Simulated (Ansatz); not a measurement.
Stepwise reaction of `[SiH3][SeH]` with hydrogen fluoride, as a gas-phase model of exchange steps in deposition or etching. ΔE in kJ/mol; ΔG adds harmonic PBE0-D4 terms to CCSD(T)/CBS, at 1 bar.

Program: Ansatz. Geometries: PBE0-D4/def2-TZVP. ΔE: electronic, gas phase. CCSD(T)/CBS is the MP2 limit (def2-TZVPP, def2-QZVPP) plus CCSD(T) − MP2 in def2-TZVPP, frozen cores. This one scheme is used for every species. DFT in def2-TZVPP. B3LYP here is the variant with VWN-RPA as its local correlation; programs differ in this. For Se outer-core shells are correlated without core-valence functions, which leaves a few kJ/mol of doubt a bond. Scalar relativity is left out up to krypton. One conformer a species, not always the lowest.

```tsv
step	reaction	PBE-D4	B3LYP-D4	ωB97M-V	CCSD(T)/CBS	ΔG(400 K)
1	`[SiH3][SeH]` + H–F → `F[SiH2][SeH]` + H₂	-110.6	-118.3	-118.2	-114.7	-113.7
2	`F[SiH2][SeH]` + H–F → `F[SiH](F)[SeH]` + H₂	-120.7	-128.8	-129.5	-125.6	-127.6
3	`F[SiH](F)[SeH]` + H–F → `F[Si](F)(F)[SeH]` + H₂	-123.4	-131.4	-132.9	-129.3	-129.4
```

Q: By hand: ΔE of the 3 steps together at CCSD(T)/CBS.

A: (-114.7) + (-125.6) + (-129.3) = -369.6 kJ/mol, or -123.2 kJ/mol a step.

In ΔE each step is lower than the one before. All are downhill at CCSD(T)/CBS. ΔG lies between -129.4 and -113.7 kJ/mol a step. PBE-D4 differs from CCSD(T)/CBS by 4.1 to 5.9 kJ/mol a step. Isolated molecules leave out the surface, adducts and barriers. Largest T1 diagnostic: 0.011.
